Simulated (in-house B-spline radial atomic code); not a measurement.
## Ionising Ni II (Ni+) with different functionals

Computed with a radial B-spline atomic code at the basis-set limit: four-component Dirac-Coulomb Hamiltonian, Fermi nucleus of rms radius 3.7757 fm, spin-restricted, spherical fractional occupations for the functionals. The ionisation energy is the difference of two self-consistent energies, [Ar] 3d9 → [Ar] 3d8, without Breit or QED terms; ε is the level of the shell that loses the electron (mean over j). The electron is taken from both j subshells in proportion to 2j + 1, so the result is a j average, not the step between ground levels.

Hybrids are left out here: with spherical fractional occupations of an open shell their exact exchange keeps a self-interaction that integer-occupation calculations don't have.

| method | rung | ΔSCF (eV) | -ε(3d) (eV) |
| --- | --- | --- | --- |
| LDA VWN5 | LDA | 20.70 | 13.30 |
| relativistic LDA | LDA | 20.71 | 13.31 |
| LDA PW92 | LDA | 20.70 | 13.30 |
| LDA exchange-only | LDA | 19.22 | 11.95 |
| PBE | GGA | 20.36 | 12.96 |
| PBEsol | GGA | 20.33 | 12.95 |
| BLYP | GGA | 20.40 | 13.02 |
| RPBE | GGA | 20.23 | 12.84 |
| PW91 | GGA | 20.45 | 13.05 |
| BP86 | GGA | 20.46 | 13.09 |
| AM05 | GGA | 20.34 | 12.94 |
| OLYP | GGA | 20.31 | 12.84 |

Question: How do they compare with the NIST value?

Answer: NIST lists 18.169 eV (measured, ground level to ground level). Errors run from +1.05 to +2.54 eV. The correlated functionals all miss on the same side by more than they spread, so the cause is common to them (Breit-QED terms, spin polarisation, the choice among j levels, multiplet and fine-structure energies, or a listed next ion that isn't the cheapest removal here) and closeness doesn't rank the functionals.
